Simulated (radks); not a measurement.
Values are calculated unless marked as measured or tabulated.
Problem. The mean radii <r> (bohr) of the occupied orbitals of an atom or ion are listed with their occupations. Code: a radial shooting solver on a logarithmic mesh with Libxc functionals. Model: Dirac Kohn-Sham, BLYP, spin-unpolarised, spherical densities, finite nucleus; Fermi nuclear charge, rms radius of each element as measured or else 0.836 A^(1/3) + 0.57 fm.

orbital  occ.      <r>
1s1/2       2  0.02001
2s1/2       2  0.08429
2p1/2       2  0.07007
2p3/2       4  0.07745
3s1/2       2   0.2191
3p1/2       2   0.2088
3p3/2       4   0.2222
3d3/2       4   0.1952
3d5/2       6   0.1994
4s1/2       2   0.4588
4p1/2       2   0.4587
4p3/2       4   0.4803
4d3/2       4   0.4755

Name the element and its charge. Open shells, if any, fill j = l - 1/2 first.

Solution. Z = 69, thulium, charge +29: Tm29+ in [Kr] 4d4. The 1s radius gives Z: for a bare nucleus <r> = (2 gamma + 1)/(2Z) with gamma = sqrt(1 - (Z/c)^2), 0.01977 bohr for Z = 69, and screening makes it slightly larger (0.02001 here). The occupations add up to 40, and the charge is Z minus that.
